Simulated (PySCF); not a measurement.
Compound: 2-methylpyridine, C6H7N.
SMILES: `CC1=CC=CC=N1`

The closed-shell ground state was solved at several levels (PySCF, density fitting, gas phase, non-relativistic). Isolated species at its PBE0-D3(BJ)/def2-TZVP geometry, gas phase.

```tsv
level	basis functions	total energy (Eh)	HOMO (eV)	LUMO (eV)	gap (eV)	dipole (D)
B97-2/pcSseg-2	350	-287.6012	-7.04	-0.74	6.30	1.92
PBE0/pcSseg-2	350	-287.3614	-7.31	-0.70	6.61	1.93
wB97X-D/pcSseg-2	350	-287.6031	-9.08	1.06	10.14	1.97
```

(1) Estimate the row for KT3/pcSseg-2, a basis of 350 functions; the other rows only guide the guess.

(2) Over all these levels, which gives the widest orbital gap and which the narrowest?

(3) In the pcSseg-2 basis, how does the gap go with the fixed share of exact exchange?

(4) How far do the dipole and the HOMO energy spread over the levels?

## Answers

(1) Total energy -292.3754 Eh, HOMO -5.98 eV, LUMO -1.57 eV, gap 4.41 eV, dipole 1.83 D.

(2) wB97X-D/pcSseg-2 (range-separated hybrid) has the widest, 10.14 eV, and KT3/pcSseg-2 (GGA) the narrowest, 4.41 eV. From the narrowest to the widest the HOMO moves by -3.10 eV and the LUMO by +2.63 eV.

(3) KT3 (0 %) 4.41 eV; B97-2 (21 %) 6.30 eV; PBE0 (25 %) 6.61 eV. Each rise in the share widens the gap here.

(4) The dipole runs from 1.83 to 1.97 D (mean 1.91 D) and the HOMO from -9.08 to -5.98 eV.

The pairwise dispersion term of wB97X-D wasn't added to the energies; at a given geometry it leaves orbitals and properties as they are.
